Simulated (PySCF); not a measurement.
Atomic charges by several schemes

Compound: GeHCl3.
Cartesian coordinates in Å at the PBE0-D3(BJ)/def2-SVP level; atoms count from 1:
```xyz
5
Cl3GeH angstrom
Ge    -0.005   -0.001    0.150
H     -0.049   -0.021    1.675
Cl     2.012    0.006   -0.547
Cl    -0.981    1.737   -0.617
Cl    -0.977   -1.721   -0.661
```

Density: PBE0/pcSseg-1 (pcSseg-2 on Ge) (PySCF); schemes: Mulliken, IAO, Hirshfeld and ESP-fitted. Geometry: PBE0-D3(BJ)/def2-SVP; no solvent, vibrations or thermal averaging. The calculation is non-relativistic, for germanium too.

Q: Atoms with like bonding are taken together and averaged. Do the Mulliken, IAO, Hirshfeld and ESP-fitted schemes agree on where the charge is highest?

A: The schemes don't all agree: Mulliken Ge1 (+0.344); IAO Ge1 (+0.894); Hirshfeld Ge1 (+0.395); ESP-fitted H2 (+0.143).

Q: For which atoms does the sign change between the 4 schemes (beyond +0.03 e in one, beyond −0.03 e in another)?

A: H2. Atomic charges aren't observables, and each scheme defines them in its own way.

Q: Do the Mulliken, IAO, Hirshfeld and ESP-fitted schemes agree on where the charge is lowest?

A: All schemes agree: Mulliken Cl3/Cl4/Cl5 (-0.133); IAO Cl3/Cl4/Cl5 (-0.277); Hirshfeld Cl3/Cl4/Cl5 (-0.123); ESP-fitted Cl3/Cl4/Cl5 (-0.058).

Q: Give the atomic charges in each scheme.

A: In e; atoms taken as equivalent share a row and are averaged (×n: the atom named and its like, n in all):

| atom | environment | Mulliken | IAO | Hirshfeld | ESP-fitted |
| --- | --- | --- | --- | --- | --- |
| Ge1 | germanium bonded to 3 Cl and H | +0.344 | +0.894 | +0.395 | +0.032 |
| H2 | hydrogen on Ge1 | +0.055 | -0.063 | -0.026 | +0.143 |
| Cl3/Cl4/Cl5 | chlorine bonded to Ge | -0.133 | -0.277 | -0.123 | -0.058 |

Mean size of the charges over all atoms: IAO 0.357 e, Mulliken 0.160 e, Hirshfeld 0.158 e, ESP-fitted 0.070 e. Each set sums to the total charge, 0, to within 0.001 e. The ESP scheme fits charges at the nuclei, held to the total charge, to the electrostatic potential on points at 1.4 to 2.0 times the van der Waals radii. The IAO scheme counts the electrons in orthogonalised intrinsic atomic orbitals, a minimal basis polarised so that it spans the occupied orbitals exactly.

Q: Sum the charges by element, for elements with more than one atom.

A: 
```csv
element,atoms,Mulliken,IAO,Hirshfeld,ESP-fitted
Cl,3,-0.399,-0.831,-0.369,-0.175
```

Q: How many electrons does the Mulliken scheme count on Cl4?

A: Its own charge is -0.133 e, so Z − q = 17.133.
